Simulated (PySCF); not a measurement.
C₂H₈O₂Si, SMILES OC[Si@H](C)O. The structure is a stationary point at B3LYP-D3(BJ)/def2-SVP. The structure was generated by enumeration; whether it is a known compound was not checked. Other conformers were not sampled.

Q: Give the equilibrium geometry at B3LYP-D3(BJ)/def2-SVP (PySCF confirms it by a frequency run) as bond lengths and angles. (Estimate from the structure and the level; the computed values follow.)

A: Several could match; the one computed here: 
Atoms: C1 Si2 O3 C4 O5 H6 H7 H8 H9 H10 H11 H12 H13. Bond lengths (Å): C1–Si2 1.875, C1–H6 1.102, C1–H7 1.103, C1–H8 1.102, Si2–O3 1.687, Si2–C4 1.891, Si2–H9 1.495, O3–H10 0.963, C4–O5 1.421, C4–H11 1.112, C4–H12 1.104, O5–H13 0.969. Angles (°): Si2–C1–H6 111.8, Si2–C1–H7 110.4, Si2–C1–H8 110.8, H6–C1–H7 107.5, H6–C1–H8 108.0, H7–C1–H8 108.1, C1–Si2–O3 112.5, C1–Si2–C4 113.0, C1–Si2–H9 110.0, O3–Si2–C4 100.2, O3–Si2–H9 109.0, C4–Si2–H9 111.7, Si2–O3–H10 118.1, Si2–C4–O5 109.8, Si2–C4–H11 110.0, Si2–C4–H12 111.2, O5–C4–H11 112.2, O5–C4–H12 107.8, H11–C4–H12 105.9, C4–O5–H13 106.4.
Charge 0, spin multiplicity 1.
